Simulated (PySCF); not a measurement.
Compound: BrH9O3Si4.
Cartesian coordinates in Å at the PBE0-D3(BJ)/def2-SVP level; atoms count from 1:
```
atom  x, y, z in Å
Si1    2.077   -1.363    0.706
O2     1.547   -0.517   -0.622
Si3    0.447    0.420   -1.389
O4    -0.040    1.648   -0.418
Si5   -0.237    2.276    1.108
O6    -0.878   -0.490   -1.797
Si7   -2.204   -1.160   -1.093
Br8   -1.689   -1.799    0.985
H9     3.565   -1.282    0.738
H10    1.524   -0.759    1.955
H11    1.656   -2.789    0.606
H12    1.027    0.952   -2.632
H13   -0.774    3.659    0.972
H14    1.077    2.318    1.815
H15   -1.192    1.437    1.887
H16   -2.605   -2.368   -1.853
H17   -3.308   -0.173   -0.979
```

Method: PBE0-D3(BJ)/def2-SVP geometry optimisation, gas phase (PySCF).

Take the most abundant isotopes and a rigid rotor. The values belong to one conformer with, in the numbering `[SiH3:1][O:2][SiH:3]([O:4][SiH3:5])[O:6][SiH2:7][Br:8]`, Si1–O2–Si3–O4 46°, O2–Si3–O4–Si5 -23°, O2–Si3–O6–Si7 76°, Si3–O6–Si7–Br8 -34°.

Problem. Give the principal moments of inertia and the rotational constants in MHz.

Solution. Ia = 660.36, Ib = 960.23, Ic = 1054.73 u·Å²; 505379 MHz·u·Å²/I gives A = 765.3, B = 526.3, C = 479.2 MHz.

Problem. What kind of rotor is it?

Solution. An asymmetric top; Ray's κ = -0.670.

Problem. Is it planar, by Δ = Ic − Ia − Ib?

Solution. Not planar: Δ = Ic − Ia − Ib = -565.86 u·Å². For a rigid frame Δ = −2 Σ m c², so Σ m c² = 282.93 u·Å² lies off the ab plane: 27.98 from hydrogen and 254.95 from heavier atoms. The atom farthest from that plane is 2.34 Å away.

Problem. Give the other two planar moments, Paa and Pbb, and the rms extents of the mass along the axes.

Solution. Paa = Σ m a² = (Ib + Ic − Ia)/2 = 677.30 and Pbb = Σ m b² = (Ia + Ic − Ib)/2 = 377.43 u·Å². With the mass M = 247.88 u, the rms extents √(P/M) along a, b and c are 1.65, 1.23, 1.07 Å.

Problem. Predict some low-J microwave lines.

Solution. The dipole components are |μa| = 0.13 D, |μb| = 0.44 D, |μc| = 0.12 D. Intensities carry the squares of the components, which stand as 0.09 : 1.00 : 0.08 (a : b : c). Some lines, for components of 0.1 D or more:

```csv
type,branch,"J(Ka,Kc)",MHz,lower level (cm⁻¹)
c,Q,"4(3,2) ← 4(2,2)",1245,0.373
b,Q,"4(4,0) ← 4(3,1)",1824,0.415
a,R,"2(0,2) ← 1(0,1)",2005,0.034
b,R,"2(2,1) ← 1(1,0)",2775,0.043
c,R,"2(2,0) ← 1(1,0)",2781,0.043
b,R,"3(0,3) ← 2(1,2)",2794,0.107
a,R,"3(2,1) ← 2(2,0)",3041,0.136
c,R,"3(1,2) ← 2(0,2)",3423,0.100
b,R,"4(1,3) ← 3(2,2)",3451,0.236
b,R,"3(2,2) ← 2(1,1)",3733,0.112
b,R,"4(1,4) ← 3(0,3)",4065,0.200
a,R,"4(1,3) ← 3(1,2)",4102,0.215
c,R,"4(2,2) ← 3(1,2)",4756,0.215
b,R,"4(4,0) ← 3(3,1)",5861,0.280
```

Problem. Estimate the classical rotational partition function at 25 K, 50 K and 200 K.

Solution. Point group C1, symmetry number σ = 1; q = (√π/σ)·√((kT/h)³/(ABC)), k/h = 20836.6 MHz/K: 48000 at 25 K, 136000 at 50 K, 1090000 at 200 K.

No PBE0-D3(BJ)/def2-SVP frequencies stand behind this structure, so it isn't proved a minimum. Constants of a rigid frame at the computed geometry: no zero-point averaging, no centrifugal distortion. A rigid rotor knows nothing of internal rotation, which can split or shift real lines. Quadrupole hyperfine structure (79Br) is left out.

Cost: about 40 min of CPU time on one thread; the machine was shared, so the figure is rough. These figures are those of the optimisation.
